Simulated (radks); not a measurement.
Spherical quantum dot in the effective-mass picture: electrons in a well V = -V0 / (1 + exp((r - R)/a)) with V0 = 29.9, R = 2.11, a = 0.14, with a point charge +1 (a donor) at the centre, all in effective atomic units (hartree* = m*/eps^2 hartree, bohr* = eps/m* bohr), one dielectric constant everywhere. Method: non-relativistic Kohn-Sham, exchange-only LDA, spin-polarised, spherical densities; computed with a radial shooting solver with Libxc functionals. Levels are named by radial order and angular momentum (1s, 1p, 1d, 2s, ...), and open shells are averaged over m. Results are scaled to m* = 0.247 and eps = 6.2, for which hartree* = 174.8 meV and bohr* = 1.328 nm.

N = 6, configuration 1s2 1p(up 3, down 1). This is the lowest configuration that the search found. Occupied and some empty levels:

level    occupation  eigenvalue (meV)  <r> (nm)
1s up             1           -4493.8     1.327
1s down           1           -4470.2     1.319
1p up             3           -4269.4     1.641
1p down           1           -4243.5     1.642
1d up             0           -4007.9     1.803
1d down           0           -3982.3     1.805
2s up             0           -3942.8     1.366
2s down           0           -3925.2     1.370
1f up             0           -3696.6     1.918
1f down           0           -3671.9     1.922

Energy (meV): total -28274.1, kinetic 1826.6, external -32008, Hartree 2434.0, exchange-correlation -527.07.

Electron density:

r (nm)  n(r) (e/nm^3)
0.227          0.2775
0.470          0.2304
0.713          0.2127
0.956          0.2051
1.20           0.1933
1.44           0.1688
1.69           0.1300
1.93          0.08326
2.17          0.04093
2.41          0.01371
2.66         0.002725
2.90        0.0003078
3.14       0.00002354
